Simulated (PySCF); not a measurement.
**How methods differ on the excitation energy of Cl**

Cl [Ne] 3s2 3p5 (2P) → Cl [Ne] 3s1 3p6 (2S), as a difference of total energies. Calculation: PySCF 2.14, in def2-TZVPPD; no relativity, point nucleus. Correlated levels: valence: [Ne] frozen; valence and next inner shell: 1s2 frozen. The calculations carry no spin-orbit coupling.

```csv
method,excitation energy (eV)
UHF,15.410
LDA,11.753
PBE,11.990
PBE0,12.859
r2SCAN,12.763
B2PLYP,12.762
PBEsol,11.906
MN15,12.116
M06,12.859
MP2 (valence),12.964
SCS-MP2 (valence),12.720
MP2 (valence and next inner shell),12.850
SCS-MP2 (valence and next inner shell),12.629
```

Errors of the correlated levels include the incompleteness of this basis and the frozen core.

Q: Which method comes closest to the reference value, and which is furthest?

A: The reference is 10.586 eV (measured; NIST levels, between the centres of gravity of the two terms). Closest: LDA (error 1.167 eV); furthest: UHF (error 4.824 eV).
